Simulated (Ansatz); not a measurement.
These are r2SCAN-D4/def2-SVP (Ansatz, a program for electronic structure) values and carry that method's errors. No frequencies were computed at this level.

Ansatz 0.2 input:
```yaml
crystal:
  periodic: [false, false, false]
  atoms:
    - { symbol: Zr, position_ang: [-0.049173, 0.040405, -0.135029] }
    - { symbol: Cl, position_ang: [1.677616, 1.23398, 0.740393] }
    - { symbol: Cl, position_ang: [-1.537394, 0.12489, 1.583398] }
    - { symbol: Cl, position_ang: [0.74211, -2.080075, 0.093651] }
    - { symbol: H, position_ang: [-0.629463, 0.51436, -1.724412] }
basis:
  gaussian: { orbitals: def2-svp }
hamiltonian:
  xc: r2scan
  dispersion: d4
relax:
  max_steps: 150
```

Output:

```
Functional definition: r2SCAN
921 factors; their error is unknown
mean field evaluation 1: about -38856.3858 eV, gradient 1.6e1 eV
mean field evaluation 2: about -38856.8529 eV, gradient 1.1e1 eV
mean field evaluation 4: about -38857.1355 eV, gradient 1.7e0 eV
mean field evaluation 8: about -38857.0967 eV, gradient 3.2e-2 eV
mean field evaluation 16: about -38857.0967 eV, gradient 7.0e-6 eV
mean field -38857.09671718 eV, -1427.9719660703 hartree, gradient 7.0e-6 eV, S^2 0.000000; 0 other end points of the search recorded, 0 dependent functions left out
reference -38857.09674663 eV, -1427.9719671526 hartree; 32, 32 occupied and 58, 58 virtual orbitals, 921 factors
relax step   1: F+E_penalty+E_count = -38857.13802205 eV  Δ(F+E_penalty+E_count) = +0.000e0 eV  max|allowed force component| = 1.190e0 eV/Å  Δτ_max = 0.0000 Å  (28 SCF iters, accepted)
these checks for a lower state are left out or cut short: starts, cluster_reference, orbital_swaps, neighbouring_geometries, increment
921 factors; their error is unknown
mean field -38857.38952090 eV, -1427.9827264085 hartree, gradient 1.7e-5 eV, S^2 0.000000; 0 other end points of the search recorded, 0 dependent functions left out
reference -38857.38955078 eV, -1427.9827275065 hartree; 32, 32 occupied and 58, 58 virtual orbitals, 921 factors
relax step   2: F+E_penalty+E_count = -38857.42855468 eV  Δ(F+E_penalty+E_count) = -2.905e-1 eV  max|allowed force component| = 8.803e-1 eV/Å  Δτ_max = 0.1950 Å  (36 SCF iters, accepted)
these checks for a lower state are left out or cut short: starts, cluster_reference, orbital_swaps, neighbouring_geometries, increment
921 factors; their error is unknown
mean field evaluation 32: about -38857.5014 eV, gradient 1.8e-5 eV
mean field -38857.50141522 eV, -1427.9868384491 hartree, gradient 1.8e-5 eV, S^2 0.000000; 0 other end points of the search recorded, 0 dependent functions left out
reference -38857.50144497 eV, -1427.9868395420 hartree; 32, 32 occupied and 58, 58 virtual orbitals, 921 factors
relax step   3: F+E_penalty+E_count = -38857.54091688 eV  Δ(F+E_penalty+E_count) = -1.124e-1 eV  max|allowed force component| = 4.917e-1 eV/Å  Δτ_max = 0.1914 Å  (37 SCF iters, accepted)
these checks for a lower state are left out or cut short: starts, cluster_reference, orbital_swaps, neighbouring_geometries, increment
921 factors; their error is unknown
mean field -38857.50998201 eV, -1427.9871532725 hartree, gradient 2.0e-5 eV, S^2 0.000000; 0 other end points of the search recorded, 0 dependent functions left out
reference -38857.51001170 eV, -1427.9871543639 hartree; 32, 32 occupied and 58, 58 virtual orbitals, 921 factors
relax step   4: F+E_penalty+E_count = -38857.54924060 eV  Δ(F+E_penalty+E_count) = -8.324e-3 eV  max|allowed force component| = 2.250e-1 eV/Å  Δτ_max = 0.0315 Å  (31 SCF iters, accepted)
these checks for a lower state are left out or cut short: starts, cluster_reference, orbital_swaps, neighbouring_geometries, increment
921 factors; their error is unknown
mean field -38857.51305655 eV, -1427.9872662598 hartree, gradient 1.8e-5 eV, S^2 0.000000; 0 other end points of the search recorded, 0 dependent functions left out
reference -38857.51308622 eV, -1427.9872673502 hartree; 32, 32 occupied and 58, 58 virtual orbitals, 921 factors
relax step   5: F+E_penalty+E_count = -38857.55232487 eV  Δ(F+E_penalty+E_count) = -3.084e-3 eV  max|allowed force component| = 5.133e-2 eV/Å  Δτ_max = 0.0193 Å  (32 SCF iters, accepted)
these checks for a lower state are left out or cut short: starts, cluster_reference, orbital_swaps, neighbouring_geometries, increment
921 factors; their error is unknown
mean field -38857.51338374 eV, -1427.9872782839 hartree, gradient 1.2e-5 eV, S^2 0.000000; 0 other end points of the search recorded, 0 dependent functions left out
reference -38857.51341340 eV, -1427.9872793737 hartree; 32, 32 occupied and 58, 58 virtual orbitals, 921 factors
relax step   6: F+E_penalty+E_count = -38857.55263933 eV  Δ(F+E_penalty+E_count) = -3.145e-4 eV  max|allowed force component| = 7.150e-3 eV/Å  Δτ_max = 0.0091 Å  (32 SCF iters, accepted)
921 factors; their error is unknown
mean field evaluation 64: about -38857.5134 eV, gradient 7.0e-3 eV
mean field -38857.51338374 eV, -1427.9872782839 hartree, gradient 1.3e-5 eV, S^2 0.000000; 1 other end points of the search recorded, 0 dependent functions left out
reference -38857.51341340 eV, -1427.9872793737 hartree; 32, 32 occupied and 58, 58 virtual orbitals, 921 factors
Total energy: -38857.55266898 eV, -1427.9887219900 hartree
Atom 0 at     0.042839    -0.035382     0.117900 Å, force    -0.000066     0.001962    -0.002858 eV/Å
Atom 1 at     1.780070     1.443911     0.586509 Å, force     0.000315     0.001308    -0.001452 eV/Å
Atom 2 at    -1.797476     0.210210     1.524574 Å, force    -0.002633     0.000891    -0.000537 eV/Å
Atom 3 at     0.739467    -2.243852    -0.133445 Å, force     0.000032    -0.001719    -0.002304 eV/Å
Atom 4 at    -0.561205     0.458674    -1.537537 Å, force     0.002352    -0.002442     0.007150 eV/Å
Dipole moment:     0.014052    -0.011952     0.039173 e Å
```

Cost: around 40 core-seconds (rough).
